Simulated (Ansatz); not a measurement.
TeF₂⁺. Charge 1, multiplicity 2. Geometry PBE0-D4/def2-TZVP.

```xyz
3

Te    0.3969    0.3448   -0.6234
F     0.1095   -1.3984   -0.1703
F    -0.5064    1.0536    0.7937
```

In the def2 sets Te takes a core potential; there is no spin–orbit coupling.

Question: Estimate the α-spin orbital energies around the gap (eV) in Ansatz with PBE-D4/def2-TZVP, PBE0-D4/def2-TZVP.

Answer: 
```csv
orbital,PBE-D4/def2-TZVP,PBE0-D4/def2-TZVP
HOMO−5,-18.66,-20.56
HOMO−4,-18.38,-20.53
HOMO−3,-17.46,-19.64
HOMO−2,-17.19,-19.15
HOMO−1,-17.13,-18.93
HOMO,-13.54,-15.02
LUMO,-10.43,-9.59
LUMO+1,-9.68,-8.76
LUMO+2,-2.60,-1.94
LUMO+3,-2.44,-1.70
LUMO+4,-1.96,-1.06
LUMO+5,-1.81,-1.01
β HOMO,-17.03,-18.66
β LUMO,-12.23,-11.42
```
